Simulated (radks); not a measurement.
All-electron atom: Sn in [Kr] 4d10 5s2 5p1 6s1 (not the ground configuration). All-electron calculation, Dirac Kohn-Sham, PBE, spin-unpolarised, spherical densities, finite nucleus; open shells are shared between the two j in proportion to 2j + 1; Fermi nuclear charge, rms radius 4.6519 fm. Program: a radial shooting solver on a logarithmic mesh with Libxc functionals.

Spin-orbit splittings of the eigenvalues, e(l+1/2) - e(l-1/2), with zeta = 2 splitting/(2l+1) and mean radii in bohr:

| shell | occ. | splitting (eV) | zeta (eV) | <r> j=l-1/2 | <r> j=l+1/2 |
|---|---|---|---|---|---|
| 2p | 6 | 230.6 | 153.8 | 0.1058 | 0.1112 |
| 3p | 6 | 42.12 | 28.08 | 0.3299 | 0.3411 |
| 3d | 10 | ? | ? | 0.3125 | 0.3161 |
| 4p | 6 | 7.567 | 5.045 | 0.8657 | 0.8954 |
| 4d | 10 | 1.043 | 0.4172 | 1.088 | 1.103 |
| 5p | 1 | 0.5431 | 0.3621 | 2.908 | 3.037 |

Estimate the 3d splitting.

Answer. 8.693 eV (zeta = 3.477 eV).
